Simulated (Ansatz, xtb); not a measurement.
## Two spin states of C4H4BBrS

Structure X: `SC1=CC=CB1Br`, a singlet. Structure Y: the triplet with the links of `SC1=CC=CB1Br`. Both are isolated molecules in the gas phase, relaxed with PBE-D3(BJ)/def2-SVP; the shapes shown needn't be the lowest conformers.

X (Å):

```xyz
11

C     0.1167   -0.6948   -0.1156
C     0.7133   -1.0613    1.0577
C     1.0325    0.1470    1.8743
C     0.6726    1.3375    1.2974
B     0.0437    0.9160   -0.0485
Br   -0.7043    1.9950   -1.4377
S    -0.4442   -1.7177   -1.4023
H    -0.8943   -0.6919   -2.1879
H     0.9447   -2.0829    1.3944
H     1.5202    0.0443    2.8598
H     0.8301    2.3225    1.7528
```

Y (Å):

```json
{"atom": "C", "x (Å)": "0.1032", "y (Å)": "-0.6073", "z (Å)": "-0.1317"}
{"atom": "C", "x (Å)": "0.7336", "y (Å)": "-1.0320", "z (Å)": "1.1034"}
{"atom": "C", "x (Å)": "1.0497", "y (Å)": "0.0861", "z (Å)": "1.9015"}
{"atom": "C", "x (Å)": "0.6614", "y (Å)": "1.3079", "z (Å)": "1.2699"}
{"atom": "B", "x (Å)": "0.0249", "y (Å)": "0.9335", "z (Å)": "-0.0848"}
{"atom": "Br", "x (Å)": "-0.7285", "y (Å)": "2.0351", "z (Å)": "-1.4808"}
{"atom": "S", "x (Å)": "-0.4195", "y (Å)": "-1.7024", "z (Å)": "-1.3502"}
{"atom": "H", "x (Å)": "-0.8933", "y (Å)": "-0.7266", "z (Å)": "-2.1902"}
{"atom": "H", "x (Å)": "0.9388", "y (Å)": "-2.0767", "z (Å)": "1.3835"}
{"atom": "H", "x (Å)": "1.5352", "y (Å)": "0.0065", "z (Å)": "2.8858"}
{"atom": "H", "x (Å)": "0.8255", "y (Å)": "2.2895", "z (Å)": "1.7384"}
```

Estimate which is lower in electronic energy at CCSD(T)/def2-SVP + ΔMP2/def2-TZVPP, and by roughly how much.

The CCSD(T)/def2-SVP + ΔMP2/def2-TZVPP calculation puts structure X lower, by 83.5 kJ/mol.

The same difference at several levels:

| level | geometry | E(Y) − E(X) (kJ/mol) | departure from the last row (kJ/mol) | job, with rough time for the two |
| --- | --- | --- | --- | --- |
| PBE-D3(BJ)/def2-SVP | PBE-D3(BJ)/def2-SVP | +57.1 | −26.4 | optimisation, 37 s |
| HF/def2-SVP | PBE-D3(BJ)/def2-SVP | +21.0 | −62.4 | part of the CCSD(T) run |
| MP2/def2-SVP | PBE-D3(BJ)/def2-SVP | +99.8 | +16.4 | part of the CCSD(T) run |
| CCSD(T)/def2-SVP | PBE-D3(BJ)/def2-SVP | +79.3 | −4.1 | single point |
| CCSD(T)/def2-SVP + ΔMP2/def2-TZVPP | PBE-D3(BJ)/def2-SVP | +83.5 |  | single point, 2.3 min |

None of the levels shown reverses the order. The largest departure from CCSD(T)/def2-SVP + ΔMP2/def2-TZVPP is that of HF/def2-SVP, 62.4 kJ/mol. Levels run at GFN2-xTB geometries aren't shown. The last row adds to CCSD(T) the change of the MP2 difference between the two basis sets, here +4.1 kJ/mol.

With thermal terms from frequencies at re-optimised GFN2-xTB minima (ideal gas, soft modes damped towards free rotors, one conformer each, 298.15 K, 1 atm): on the last row, ΔE + ΔZPE = +82.3, ΔH = +82.1, ΔG = +82.7 kJ/mol.

Open shells are spin-unrestricted. The correlated steps freeze 19 core orbitals; the filled d shell of Br is correlated, in a basis made for valence electrons. ΔG holds the spin degeneracy. Codes used: Ansatz 0.2.0, xtb 6.7.1; the last row on 2 threads of Intel(R) Xeon(R) 6975P-C (Granite Rapids) on a shared host.
